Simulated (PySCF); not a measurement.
# Chromium: a sound run and one with changed settings

Sound run: Cr⁺ [Ar] 3d5, Cr²⁺ [Ar] 3d4. Computed with PySCF 2.14 in aug-cc-pVDZ (7s6p4d2f, 59 functions), with the non-relativistic Hamiltonian (point nucleus). In the sound run the correlated levels freeze [Ar]. The sound run starts from symmetry-adapted Hartree-Fock orbitals and uses a fine grid where one is needed.

Changed run: basis STO-3G. This setting is unsound on purpose.

```
species  method  sound run (hartree)  changed run (hartree)  converged
    Cr⁺     UHF          -1043.13787            -1032.00295        yes
    Cr⁺     PBE          -1043.94942            -1032.55889        yes
    Cr⁺   B3LYP          -1044.21033            -1032.83265        yes
    Cr⁺     MP2          -1043.20357            -1032.00330        yes
   Cr²⁺     UHF          -1042.57979            -1031.74017        yes
   Cr²⁺     PBE          -1043.31661            -1032.27102        yes
   Cr²⁺   B3LYP          -1043.58886            -1032.54594        yes
   Cr²⁺     MP2          -1042.61151            -1031.74029        yes
```

Ionisation energy of Cr⁺:

```tsv
method	sound run (eV)	changed run (eV)
UHF	15.186	7.151
PBE	17.220	7.833
B3LYP	16.911	7.802
MP2	16.111	7.157
SCS-MP2	15.494	7.153
```

A minimal basis cannot let orbitals breathe on ionisation and holds almost no correlation.

For comparison, NIST gives 16.486 eV between the lowest levels.
